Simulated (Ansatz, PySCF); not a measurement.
Species: GaF, charge 0, multiplicity 3. This is an excited triplet: at this geometry the singlet lies 3.72 eV lower at CCSD(T)/CBS(aug-cc-pVTZ,aug-cc-pVQZ). 
Coordinates optimised at B3LYP-D3(BJ)/def2-TZVP (Ansatz, a quantum-chemistry and plane-wave program):
```xyz
2

Ga     0.0000     0.0000    -0.4008
F      0.0000     0.0000     1.3806
```
Charge 0, spin multiplicity 3.

Total electronic energies in hartree. Valence correlation only, unless marked. UHF or UKS for open shells. Spin-orbit coupling is left out. Frozen are the shells of the preceding noble gas and the d and f shells that filled before the atom's block. Non-relativistic. CBS(X,Y): correlation extrapolated as X^-3; Hartree-Fock from the larger set (for Q and 5 zeta extrapolated as (X+1)exp(-9√X)).

```tsv
level	program	energy (Eh)
HF/def2-QZVPPD	Ansatz	-2022.72925
RI-HF/def2-TZVPP	Ansatz	-2022.68237
PW6B95-D3(BJ)/def2-TZVPD	PySCF + dftd3	-2025.70736
MN15-D3(BJ)/def2-TZVPD	PySCF + dftd3	-2024.87080
LC-wPBE-D3(BJ)/def2-TZVPD	Ansatz + dftd3	-2024.34838
LC-wPBE-D4/def2-TZVPD	Ansatz + dftd4	-2024.34864
MP2/CBS(cc-pVTZ,cc-pVQZ)	Ansatz	-2023.0627
SCS-MP2/def2-TZVPP	Ansatz	-2022.95942
CCSD/6-31G	Ansatz	-2022.43233
CCSD/aug-cc-pVQZ	Ansatz	-2023.04538
CCSD/def2-QZVPP	Ansatz	-2023.04162
CCSD(T)/STO-3G	Ansatz	-1999.06347
CCSD(T)/aug-cc-pVTZ	Ansatz	-2023.02434
CCSDT(Q)/cc-pVDZ	Ansatz	-2022.83025
CCSD(T)/CBS(cc-pVQZ,cc-pV5Z)	Ansatz	-2023.0759
```

Totals of different functionals don't rank their quality; only differences between species are comparable.
